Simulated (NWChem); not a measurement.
System: AlH2O2Br; SMILES [OH][Al]([OH])[Br]

```xyz
6

Al     0.0000     0.0000     0.9809
Br     0.0000     0.0000    -1.2932
O      0.0000    -1.4563     1.8571
H      0.0000    -2.3050     1.3979
O      0.0000     1.4563     1.8571
H      0.0000     2.3050     1.3979
```
Atoms are numbered in this order, from 1.

Computed with NWChem. Structure relaxed at the B3LYP/6-31G* (spherical d) level.

What does the run give for LC-wPBE (HJS exchange hole, range parameter 0.4 per bohr)/def2-SVP? Quantities: highest occupied level (eV); orbital gap (eV); dipole (D).


* **highest occupied level (eV)**: -11.32
* **orbital gap (eV)**: 12.79
* **dipole (D)**: 0.90
